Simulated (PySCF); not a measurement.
Cartesian coordinates (Å):
```xyz
8

Zr    -0.1096     0.0380    -0.1951
O     -1.0578    -1.4390    -0.9934
H     -1.4487    -2.1246    -1.5510
O     -0.7008     1.7633    -0.8212
H     -0.9300     2.5710    -1.2995
O      1.8067    -0.1747    -0.2141
H      2.7487    -0.2664    -0.4090
H     -0.5841    -0.0068     1.6214
```
Charge 0, spin multiplicity 1.

**Question.** What is the computed HOMO–LUMO gap, charge on the central atom (Mulliken), dipole moment, total energy and LUMO (TPSSh-D3(BJ)/def2-TZVP // PBE-D3(BJ)/def2-SVP (PySCF 2.14.0))?

**Answer.** 
```json
{
 "HOMO–LUMO gap": "6.38 eV",
 "charge on the central atom (Mulliken)": "1.52 e",
 "dipole_moment": "0.710 e·Å",
 "total_energy": "-275.4128 Ha",
 "LUMO": "-0.55 eV"
}
```
